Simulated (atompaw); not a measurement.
An all-electron radial function and its pseudo partner (boron (B))

Columns: radius, all-electron u(r) and pseudo u(r) of the 2p shell (level -3.61 eV) of boron in the configuration [He] 2s2 2p1; PBE, scalar-relativistic, PAW (atompaw) scheme, atompaw 4.2.0.5.

| r (bohr) | all-electron | pseudo |
| --- | --- | --- |
| 0.081 | 0.0186 | 0.0048 |
| 0.162 | 0.0619 | 0.0190 |
| 0.242 | 0.1164 | 0.0417 |
| 0.323 | 0.1760 | 0.0727 |
| 0.404 | 0.2357 | 0.1106 |
| 0.485 | 0.2927 | 0.1540 |
| 0.565 | 0.3450 | 0.2008 |
| 0.646 | 0.3932 | 0.2507 |
| 0.727 | 0.4361 | 0.3013 |
| 0.808 | 0.4740 | 0.3511 |
| 0.888 | 0.5072 | 0.3981 |
| 0.969 | 0.5365 | 0.4425 |
| 1.050 | 0.5612 | 0.4825 |
| 1.131 | 0.5816 | 0.5177 |
| 1.212 | 0.5978 | 0.5476 |
| 1.292 | 0.6099 | 0.5718 |
| 1.373 | 0.6187 | 0.5910 |
| 1.454 | 0.6243 | 0.6052 |
| 1.535 | 0.6269 | 0.6147 |
| 1.615 | 0.6270 | 0.6198 |
| 1.696 | 0.6248 | 0.6211 |
| 1.777 | 0.6206 | 0.6191 |
| 1.858 | 0.6147 | 0.6142 |
| 1.938 | 0.6074 | 0.6073 |
| 2.019 | 0.5987 | 0.5986 |
| 2.100 | 0.5889 | 0.5889 |

How many radial nodes do the two functions have?

The all-electron 2p function has n − l − 1 = 0; the pseudo-wave has 0.

Where does each function peak?

Outermost all-electron maximum near 1.61 bohr, pseudo maximum near 1.70 bohr (to the table’s step).

Is the pseudo-wave norm-conserving?

No, it belongs to a PAW set: the norm inside the radius is not constrained, and the difference is carried by the augmentation charge.
